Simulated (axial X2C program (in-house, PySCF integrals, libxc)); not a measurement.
**What spin–orbit coupling does to CsGe**

Calculated with an in-house all-electron X2C program for linear molecules (integrals from PySCF). Spin-free means the one-electron spin-free X2C Hamiltonian; two-component (2c) means X2C with spin–orbit coupling and atomic mean-field two-electron Coulomb and Gaunt terms, so the difference of the two also holds small scalar two-electron terms. Basis: Cs dyall-cv3z [15s15p9d4f1g], Ge dyall-cv3z [9s9p7d4f1g] (cores contracted in-house); Gaussian nuclei, density fitting, unrestricted open shells. Masses: Cs 132.905 u, Ge 73.921 u.

Spin-free state: M_S = 3/2, Λ = 0 (beyond evenly filled blocks: σα, π+α, π-α); fragments Cs + Ge.

```tsv
level	Re (Å)	ωe (cm⁻¹)	De (eV)	μ (D)
PBE0	3.294	112.8	1.701	-9.88
HF	3.473	104.4	1.224	-12.26
MP2	3.342	114.1	1.577	n/a
CCSD	3.367	112.1	1.539	n/a
CCSD(T)	3.356	112.9	1.557	n/a
TPSSh	3.301	111.4	1.803	-9.81
```

Correlated methods: 13 electrons correlated (number of frozen shells: Cs 4 s, 3 p, 2 d; Ge 3 s, 2 p, 1 d), 333 virtual spin orbitals or spinors in MP2, 90 natural virtuals in coupled cluster.

Dipoles are positive if Ge is the positive end.

Two-component determinant lowest at the distance of the search:

Ω = 3/2 (⟨Sz⟩ = 1.50, ⟨Lz⟩ = 0.00 at HF); fragments Cs + Ge.

```
  level  Re (Å)  ωe (cm⁻¹)   μ (D)
   PBE0   3.294      112.8   -9.86
     HF   3.473      104.4  -12.24
    MP2   3.342      114.0     n/a
   CCSD   3.367      112.0     n/a
CCSD(T)   3.356      112.8     n/a
  TPSSh   3.301      111.4   -9.79
```

Q: From the two tables, how do the constants change at the CCSD(T) level (2c against spin-free)?

A: At the CCSD(T) level Re is unchanged within 0.001 Å and ωe stays the same within 0.2 cm⁻¹.

The state is one determinant whose occupation by symmetry is held fixed; it was picked as the lowest of a PBE0 search that is not exhaustive. Dissociation energies refer to the lowest single-determinant-based atoms at the same level and basis. De is not given where an atomic determinant may have missed its ground term or J level, or where the truncated virtual space spoils (T). Density functionals use the spin component along the axis (collinear). Coupled cluster ran in a truncated set of natural virtual spinors; the MP2 energy of the rest was added. (T) has no such correction and the atoms are truncated less, which lowers De at CCSD(T) by a hundredth of an eV or more. Other states lie close and PBE0, whose exact exchange favours high spin, may order them wrongly; the determinant shown need not be the ground state. The nearest other spin-free determinant of the search, M_S = 1/2, Λ = 2, lies 0.96 eV up at the distance of the search. The functionals have no current-density term, which raises determinants with orbital currents, atoms included. With several unpaired electrons one determinant need not be a pure state. This is the top spin component of a Σ state; components of lower Ω are not single determinants and can lie lower. With the outer-core shells frozen, correlated bond lengths of heavy atoms tend to come out a few hundredths of an ångström too long.
